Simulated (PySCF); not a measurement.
The PySCF input:
```python
from pyscf import gto, scf, dft

mol = gto.M(
    atom='''
Cl   -0.52382962   -1.71635521   -0.35222265
Ge    0.50980526    0.01171883    0.42282189
Cl   -0.54790634    1.69400340   -0.41771353
H     1.90574293    0.00497817   -0.44138541
''',
    basis='def2-sv(p)',
    spin=1,
    verbose=4,
)

mf = dft.UKS(mol)
mf.xc = 'blyp'
mf.kernel()
mf.analyze()
```

Task: What does this run give for the HOMO energy, number of basis functions?

Result: 
```
Quantity                     Result
-------------------------  --------
HOMO energy                -5.81 eV
number of basis functions        70
```

These values belong to the state on which the SCF converged, which isn't shown to be the lowest.
